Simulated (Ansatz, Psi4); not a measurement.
Molecule: H$_{5}$SiNO$_{3}$, net charge 0, singlet state. SMILES: N[Si](O)(O)O
Geometry from a B3LYP-D3(BJ)/def2-TZVP (Ansatz, a quantum-chemistry and plane-wave program) optimisation:
```
Si
O 1 1.6330
H 2 0.9605 1 117.84
O 1 1.6443 2 106.50 3 60.69
H 4 0.9597 1 117.84 2 175.93
O 1 1.6443 2 106.50 3 -60.69
H 6 0.9597 1 117.84 2 -175.93
N 1 1.7058 2 113.19 3 -180.00
H 8 1.0086 1 119.30 2 70.60
H 8 1.0086 9 110.69 1 144.26
```

Wanted: vertical triplet-singlet gap, E(triplet) - E(singlet), in eV. Terms: UHF or UKS for open shells; dispersion terms only where a functional's name holds one; non-relativistic; each state is the SCF solution reached for its charge and spin; 6-31G* and kin with 6d, 5d where marked; spin-orbit terms left out; frozen cores in correlated levels. CBS(X,Y): correlation extrapolated as X^-3; Hartree-Fock from the larger set. [CCSD(T)-MP2]/basis is that difference in the basis named. Ab initio and DFT rows: single points at B3LYP-D3(BJ) geometries (Ansatz). Levels can end on unlike triplets.

```tsv
species	coefficient	E at wB97X-D/6-31G* (Psi4), Eh	E at B3LYP/def2-TZVPD (Ansatz), Eh
charge 0, triplet	+1	-572.69432	-573.06282
charge 0, singlet	-1	-572.97272	-573.29173
```

Coupled cluster (Ansatz) is a level with limits of its own, used here on species with T1 under 0.025 (0.045 for open shells) and stable references: RI-MP2/CBS(aug-cc-pV(T+d)Z,aug-cc-pV(Q+d)Z)+[CCSD(T)-MP2]/aug-cc-pV(T+d)Z. Value to compare with, RI-MP2/CBS(aug-cc-pV(T+d)Z,aug-cc-pV(Q+d)Z)+[CCSD(T)-MP2]/aug-cc-pV(T+d)Z (Ansatz): 6.51 eV. 1 Eh = 27.2114 eV.

**Question.** Work the quantity out at each level, and compare with RI-MP2/CBS(aug-cc-pV(T+d)Z,aug-cc-pV(Q+d)Z)+[CCSD(T)-MP2]/aug-cc-pV(T+d)Z (Ansatz).

**Answer.** 
- wB97X-D/6-31G*: the sum of coefficient times E is 0.27840 Eh, or 7.576 eV. Result: 7.58 eV. Its difference against RI-MP2/CBS(aug-cc-pV(T+d)Z,aug-cc-pV(Q+d)Z)+[CCSD(T)-MP2]/aug-cc-pV(T+d)Z (Ansatz) is 1.07 eV.
- B3LYP/def2-TZVPD: the sum of coefficient times E is 0.22891 Eh, or 6.229 eV. Result: 6.23 eV. Its difference against RI-MP2/CBS(aug-cc-pV(T+d)Z,aug-cc-pV(Q+d)Z)+[CCSD(T)-MP2]/aug-cc-pV(T+d)Z (Ansatz) is -0.28 eV.
